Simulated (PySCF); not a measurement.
H4O3SZr, multiplicity 1. Atoms are numbered in the order given.

```xyz
9

Zr    -0.0113     0.3076     0.0000
O      0.9247     0.9213    -1.5670
H      1.3534     1.2624    -2.3532
O      0.9247     0.9213     1.5670
H      1.3534     1.2624     2.3532
O     -1.8660     0.8130     0.0000
H     -2.7387     1.2104     0.0000
S     -0.0433    -2.1886     0.0000
H      1.3109    -2.2673     0.0000
```
Charge 0, spin multiplicity 1.

The structure is a stationary point at B3LYP-D3(BJ)/def2-SVP. The multiplicity is an assumed one; no other spin state was optimised. The structure was generated by enumeration; whether it is a known compound was not checked. The def2 effective core potentials stand for the cores of Zr; spin–orbit coupling is left out. One conformer was computed; it need not be the lowest.

Calculation: PBE0/def2-TZVP (PySCF).

ESP charges are fitted to the potential on shells at 1.4 to 2.0 van der Waals radii. Atomic charges (e):

| atom | Mulliken | Löwdin | ESP fit |
|---|---|---|---|
| Zr1 | 1.64 | ? | 1.28 |
| O2 | -0.75 | -0.32 | -0.81 |
| H3 | 0.33 | ? | 0.46 |
| O4 | -0.75 | -0.32 | -0.81 |
| H5 | 0.33 | ? | 0.46 |
| O6 | -0.75 | -0.31 | -0.69 |
| H7 | 0.33 | ? | 0.42 |
| S8 | -0.55 | ? | -0.50 |
| H9 | 0.16 | 0.07 | 0.18 |

Q: What belongs in the gaps? (An estimate is asked for; the answer gives what the named calculation found.)

A: 
- Zr1, Löwdin: 0.43
- H3, Löwdin: 0.17
- H5, Löwdin: 0.17
- H7, Löwdin: 0.17
- S8, Löwdin: -0.04
